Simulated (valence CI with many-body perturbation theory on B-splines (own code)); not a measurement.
## Questions on Gd XXIII

Level of theory: relativistic CI+MBPT: six valence electrons over a frozen Dirac-Fock core [Kr], a basis of 7 s, 7 p, 8 d, 6 f, 4 g, 1 h functions for each j, with the one-electron correlation potential Σ1, the two-electron term Σ2, the three-electron term Σ3, Breit, model QED; selected CI, second order for the rest, scaled by the run's own slope (own B-spline code, finite nucleus).

No measured levels were compared; by estimate terms of the open shell hold to 2 to 4 % of their energy, and close levels can change places. Core correlation moves these levels by up to 9300 cm⁻¹, and in measured spectra 5 to 20 % of such shifts remained as error; rates that hang on mixing are uncertain with them. Among the levels kept, up to 960 cm⁻¹ of a level comes from second order outside the variational space, and about a tenth of that is noise between levels of different J, which matters for small intervals. Only levels of the ground parity were solved; by the run's estimate the other parity begins above the list, which can be wrong where configurations are misplaced.

Levels are named by their leading jj configuration (3d3/2^4 stands for four electrons in 3d with j = 3/2), which in mixed levels can hold well under half, so a name can repeat and another be missing.

Rates and lifetimes use the calculated energies. Strong lines usually hold to 10 to 20 %, long lifetimes can be off by a factor of two.

Q: What is the ground level?

A: (4d3/2^4 4d5/2^2) J=4, composition 56 % 4d⁶ ⁵D + 30 % 4d⁶ ³F + 6 % 4d⁶ ¹G, g = 1.357.

Q: Name the longest-lived excited levels whose lifetime is computed, and their main decay.

A: (4d3/2^4 4d5/2^2) J=2 at 2.033 eV lives 650 s, mostly by E2 to (4d3/2^4 4d5/2^2) J=4; (4d3/2^4 4d5/2^2) J=0 at 5.218 eV lives 23.3 s, mostly by E2 to (4d3/2^4 4d5/2^2) J=2. The lifetime of (4d3/2^3 4d5/2^3) J=6 is too uncertain to give, and may be longer.

Q: How well does LS coupling describe the low levels?

A: Among the lowest 20 levels the leading LS term, summed over configurations, holds 53 % on average. For single configurations the figures are 52 % in LS and 78 % in jj coupling. Terms mix most in the J = 4 level at 6.777 eV, where the leading one holds 29 %.

Q: What is the ionisation energy?

A: 720.68 eV; NIST lists 719 ± 4 eV (theoretical).
